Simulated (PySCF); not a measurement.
**Neon: a sound run and one with changed settings**

Sound run: Ne⁺ [He] 2s2 2p5, Ne²⁺ [He] 2s2 2p4. All numbers are calculated (PySCF 2.14, no relativity, point nucleus, in pcseg-2). In the sound run the correlated levels freeze 1s2. The sound run starts from symmetry-adapted Hartree-Fock orbitals and uses a fine grid where one is needed.

A second run was set up differently.

```json
{"species": "Ne⁺", "method": "UHF", "sound run (hartree)": "-127.81101", "changed run (hartree)": "-127.81101", "converged": "yes"}
{"species": "Ne⁺", "method": "r2SCAN", "sound run (hartree)": "-128.13403", "changed run (hartree)": "-128.13403", "converged": "yes"}
{"species": "Ne⁺", "method": "TPSS", "sound run (hartree)": "-128.18029", "changed run (hartree)": "-128.18029", "converged": "yes"}
{"species": "Ne⁺", "method": "MP2", "sound run (hartree)": "-127.98998", "changed run (hartree)": "-127.98587", "converged": "yes"}
{"species": "Ne⁺", "method": "CCSD(T)", "sound run (hartree)": "-128.00436", "changed run (hartree)": "-128.00436", "converged": "yes"}
{"species": "Ne²⁺", "method": "UHF", "sound run (hartree)": "-126.36567", "changed run (hartree)": "-126.36567", "converged": "yes"}
{"species": "Ne²⁺", "method": "r2SCAN", "sound run (hartree)": "-126.62036", "changed run (hartree)": "-126.62036", "converged": "yes"}
{"species": "Ne²⁺", "method": "TPSS", "sound run (hartree)": "-126.67356", "changed run (hartree)": "-126.67356", "converged": "yes"}
{"species": "Ne²⁺", "method": "MP2", "sound run (hartree)": "-126.49274", "changed run (hartree)": "-126.49001", "converged": "yes"}
{"species": "Ne²⁺", "method": "CCSD(T)", "sound run (hartree)": "-126.50846", "changed run (hartree)": "-126.50846", "converged": "yes"}
```

Ionisation energy of Ne⁺:

```json
{"method": "UHF", "sound run (eV)": "39.330", "changed run (eV)": "39.330"}
{"method": "r2SCAN", "sound run (eV)": "41.189", "changed run (eV)": "41.189"}
{"method": "TPSS", "sound run (eV)": "41.000", "changed run (eV)": "41.000"}
{"method": "MP2", "sound run (eV)": "40.742", "changed run (eV)": "40.704"}
{"method": "SCS-MP2", "sound run (eV)": "40.722", "changed run (eV)": "40.686"}
{"method": "CCSD", "sound run (eV)": "40.682", "changed run (eV)": "40.682"}
{"method": "CCSD(T)", "sound run (eV)": "40.706", "changed run (eV)": "40.706"}
```

What was changed?
A. a valence shell is frozen
B. level shift left on
C. minimal basis
D. angular grid far too coarse

B. It used initial guess 1e, at most 50 SCF cycles, level shift 0.1 hartree. A level shift leaves the converged SCF energy unchanged but raises the virtual orbital energies, which shrinks MP2 if it is not removed.
